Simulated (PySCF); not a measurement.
**How methods differ on the ionisation energy of Zn²⁺**

Zn²⁺ [Ar] 3d10 (1S) → Zn³⁺ [Ar] 3d9 (2D), as a difference of total energies. Calculation: PySCF 2.14, in aug-cc-pwCVTZ-DK (10s9p7d4f3g, 127 functions); the spin-free X2C one-electron Hamiltonian (Gaussian nucleus). Correlated levels: valence: [Ar] frozen. The calculations carry no spin-orbit coupling.

```json
{"method": "UHF", "ionisation energy (eV)": "36.951"}
{"method": "MP2 (valence)", "ionisation energy (eV)": "40.061"}
{"method": "SCS-MP2 (valence)", "ionisation energy (eV)": "39.699"}
{"method": "CCSD (valence)", "ionisation energy (eV)": "39.376"}
{"method": "CCSD(T) (valence)", "ionisation energy (eV)": "39.519"}
```

Question: How much does correlation contribute at CCSD(T) (valence)?

Answer: 39.519 − (36.951) = 2.568 eV, measured against UHF.

A first-order spin-orbit estimate (lowest level to lowest level, LS coupling) adds -0.151 eV.

Errors of the correlated levels include the incompleteness of this basis and the frozen core.

For comparison: 39.723 eV (measured; NIST Atomic Spectra Database, ionization energies).
